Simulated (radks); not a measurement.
Question: Species: Dy4+. Configuration: [Xe] 4f8. Calculated with a radial shooting solver on a logarithmic mesh with Libxc functionals: Dirac Kohn-Sham, BP86, spin-unpolarised, spherical densities, point nucleus; open shells are shared between the two j in proportion to 2j + 1.

Spin-orbit splittings of the eigenvalues, e(l+1/2) - e(l-1/2), with zeta = 2 splitting/(2l+1) and mean radii in bohr:

shell  occ.  splitting (eV)  zeta (eV)  <r> j=l-1/2  <r> j=l+1/2
2p        6           800.5      533.6      0.07437      0.08143
3p        6               ?          ?       0.2238       0.2372
3d       10           36.26      14.51       0.2097       0.2138
4p        6           37.46      24.97       0.5386       0.5686
4d       10           6.838      2.735       0.5987       0.6091
4f        8           1.015     0.2899       0.7571       0.7660
5p        6           5.679      3.786        1.369        1.448

Estimate the 3p splitting.

Answer: 166.2 eV (zeta = 110.8 eV).
